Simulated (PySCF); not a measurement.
A structure optimised at PBE-D3(BJ)/def2-SVP, used in a PySCF frequency run:

```xyz
7

Zr     0.0000     0.0000    -0.2600
O     -1.5479     0.8937     0.3291
H     -2.2701     1.3107     0.8334
O      0.0000    -1.7874     0.3291
H      0.0000    -2.6213     0.8334
O      1.5479     0.8937     0.3291
H      2.2701     1.3107     0.8334
```
Charge +1, spin multiplicity 1.

### Question
Write its SMILES, formula and point group.

### Answer
[OH][Zr+]([OH])[OH], H₃O₃Zr, C3v

### Question
What are its rotational constants (standard atomic weights)?

### Answer
5.0379, 5.0379, 2.9026 GHz
